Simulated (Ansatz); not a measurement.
A made-up structure of AlBSiNH5, singlet:

```xyz
9
angstrom
B -0.8074 0.8209 -0.0440
N 0.0082 0.6373 -1.1807
Al 1.1259 -0.7271 -0.7032
Si -0.1590 -0.5670 1.3247
H -1.6736 1.6497 0.0037
H 0.6110 -1.6804 1.7535
H 2.2513 -1.3156 -1.6593
H -1.1061 -1.6563 1.6934
H 0.4769 -0.0524 2.5698
```

It is relaxed with PBE-D4/def2-SVP and then PBE0-D4/def2-TZVP (Ansatz 0.2.0). Atoms count as bonded within 1.22 times the sum of their covalent radii (H–H: 0.88 Å). The end point is not checked to be a true minimum.

(1) Does its bonding change? (Judge from chemistry; the calculation decides.)

Results:

(1) Computed: Yes. Formed: none; broken: B1–Si4.

Where it ends: The first stage lowers the energy by 4.07 eV in 22 steps. It ends as AlBSiNH₅ ([BH][N][AlH][SiH3]):
B1  (-1.134, 1.744, -1.120)
N2  (-0.350, 0.808, -0.839)
Al3  (0.732, -0.520, -0.384)
Si4  (0.441, -1.481, 1.852)
H5  (-1.867, 2.620, -1.386)
H6  (1.379, -2.606, 2.132)
H7  (1.814, -1.006, -1.436)
H8  (-0.946, -2.001, 2.033)
H9  (0.658, -0.448, 2.906)
(Å)

Labels in which every atom is bracketed show which atoms are joined, not bond orders.

For scale, one of the runs: PBE0-D4/def2-TZVP relaxation, 166 basis functions, launched by `ansatz run in.yaml --threads 2 --pin off --events-out ev --progress --plain --max-ram 4352MiB`. The run took about 22 s on 2 CPU threads of an Arm Neoverse V2 (shared host).
